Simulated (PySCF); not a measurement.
How methods differ on the ionisation energy of Sb

Sb [Kr] 4d10 5s2 5p3 (4S) → Sb⁺ [Kr] 4d10 5s2 5p2 (3P), as a difference of total energies. Calculation: PySCF 2.14, in x2c-SVPall (6s5p3d, 36 functions); scalar relativity by spin-free X2C-1e. Correlated levels: valence: [Kr] 4d10 frozen. The calculations carry no spin-orbit coupling.

| method | ionisation energy (eV) | error (eV) |
| --- | --- | --- |
| UHF | 8.574 | -0.550 |
| B3LYP | 8.916 | -0.208 |
| BP86 | 9.062 | -0.062 |
| MP2 (valence) | 8.859 | -0.265 |
| SCS-MP2 (valence) | 8.761 | -0.363 |
| CCSD (valence) | 8.825 | -0.299 |
| CCSD(T) (valence) | 8.828 | -0.296 |

Reference: 9.124 eV (measured; NIST levels, between the centres of gravity of the two terms).

Errors of the correlated levels include the incompleteness of this basis and the frozen core.
